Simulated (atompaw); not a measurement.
## Reading a pseudo-wave (calcium)

Columns: radius, all-electron u(r) and pseudo u(r) of the 3p shell (level -28.01 eV) of calcium in the configuration [Ne] 3s2 3p6 3d0 4s2 4p0; PBE, scalar-relativistic, PAW (atompaw) scheme, atompaw 4.2.0.5.

```tsv
r (bohr)	all-electron	pseudo
0.110	-0.3517	0.0161
0.219	-0.4671	0.0625
0.329	-0.2635	0.1360
0.438	0.0555	0.2290
0.548	0.3685	0.3352
0.658	0.6192	0.4451
0.767	0.7938	0.5489
0.877	0.8996	0.6407
0.987	0.9468	0.7131
1.096	0.9496	0.7615
1.206	0.9212	0.7851
1.315	0.8726	0.7838
1.425	0.8114	0.7604
1.535	0.7439	0.7191
1.644	0.6755	0.6658
1.754	0.6074	0.6051
1.863	0.5432	0.5431
1.973	0.4825	0.4826
2.083	0.4266	0.4266
2.192	0.3763	0.3763
2.302	0.3304	0.3304
2.412	0.2894	0.2894
2.521	0.2533	0.2533
2.631	0.2210	0.2210
2.740	0.1928	0.1928
2.850	0.1679	0.1679
```

Problem. How many radial nodes do the two functions have?

Solution. The all-electron 3p function has n − l − 1 = 1; the pseudo-wave has 0, since the states of the same l below it are removed with the core.

Problem. At about which radius was the pseudo-wave matched?

Solution. 2.10 bohr. The columns agree to 0.0005 from 1.86 bohr on; several derivatives are matched, so the curves merge somewhat inside the radius.

Problem. Where does each function peak?

Solution. Outermost all-electron maximum near 1.10 bohr, pseudo maximum near 1.21 bohr (to the table’s step).

Problem. Is the pseudo-wave norm-conserving?

Solution. No, it belongs to a PAW set: the norm inside the radius is not constrained, and the difference is carried by the augmentation charge.
